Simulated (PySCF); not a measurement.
# Be (beryllium, neutral) across methods

[He] 2s1 3d1, high-spin 3D determinant (an excited configuration). Computed with PySCF 2.14 in dyall-acv3z (15s9p4d2f, 76 functions), with the non-relativistic Hamiltonian (point nucleus).

| method | E (hartree) | mean ε 1s β (eV) | mean ε 2s α (eV) | mean ε 3d α (eV) | Σ⟨r²⟩ (bohr²) | ⟨S²⟩ |
| --- | --- | --- | --- | --- | --- | --- |
| B3LYP | -14.3775 | -116.90 | -9.940 | 0.299 | 36.93 | 2.000 |
| PBE0 | -14.3455 | -117.65 | -10.197 | 0.184 | 36.90 | 2.000 |
| PW91 | -14.3605 | -112.22 | -9.256 | 0.445 | 36.82 | 2.000 |
| wB97M-V | -14.3532 | -120.35 | -11.921 | -0.207 | 36.19 | 2.000 |
| PBE | -14.3442 | -111.96 | -9.218 | 0.453 | 36.86 | 2.000 |
| LDA | -14.1560 | -110.66 | -9.132 | 0.626 | 36.82 | 2.000 |
| UHF | -14.29031 | -133.90 | -12.764 | -0.364 | 37.18 | 2.000 |
| CAM-B3LYP | -14.3431 | -118.79 | -11.387 | -0.159 | 36.82 | 2.000 |
| r2SCAN | -14.3616 | -114.36 | -9.435 | 0.585 | 36.98 | 2.000 |

The outer electron is Rydberg-like, and this basis confines it to a smaller radius and binds it less than a complete one would.

The highest occupied level is positive at B3LYP, PBE0, PW91, PBE, LDA, r2SCAN: only the finite basis holds that electron, which in a density functional comes from self-interaction.
